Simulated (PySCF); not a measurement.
C2H5AlCl2O, SMILES C(C)[O][Al]([Cl])[Cl]. Atoms are numbered in the order given.

```xyz
11

Al    -0.1058     0.4641     0.1592
Cl     1.2010     0.9441    -1.3984
Cl    -1.4986     1.8656     0.8073
O     -0.0593    -1.0338     0.9125
C      0.5733    -2.2713     0.7427
C      0.2007    -2.9246    -0.5720
H      1.6713    -2.1531     0.8042
H      0.2774    -2.9209     1.5844
H      0.5317    -2.3077    -1.4231
H      0.6738    -3.9138    -0.6688
H     -0.8899    -3.0576    -0.6416
```
Charge 0, spin multiplicity 1.

Geometry optimised at PBE0-D3(BJ)/def2-SVP. Other conformers were not sampled.

Two levels are set side by side: PBE/pcSseg-1 (PySCF) and KT2/pcSseg-1 (PySCF). GIAO shifts against H2O (¹⁷O), HCl (³⁵Cl), TMS (¹H), TMS (¹³C) at the same level; non-relativistic, no solvent, atoms listed together averaged. Without spin–orbit terms, shifts of atoms bonded to Cl or Br come out too high at both levels. Differences are taken from unrounded values.

```json
[
 {"quantity": "δ(¹⁷O) of O4 (ppm)", "PBE": "102.5"},
 {"quantity": "δ(¹³C) of C5 (ppm)", "PBE": "67.7"},
 {"quantity": "δ(¹³C) of C6 (ppm)", "PBE": "25.6"}
]
```

**Question.** These are the PBE values. What does KT2 give? (Estimate from the structure and the level; the computed values follow.)

**Answer.** 
```
quantity              KT2  PBE minus KT2
------------------  -----  -------------
δ(¹⁷O) of O4 (ppm)  100.5            2.0
δ(¹³C) of C5 (ppm)   67.3            0.5
δ(¹³C) of C6 (ppm)   25.9           -0.3
```

Here PBE gives about what the other level gives.

Rough cost on one machine, each run with all the roots and properties that it gave: KT2 against PBE within a factor of 2.
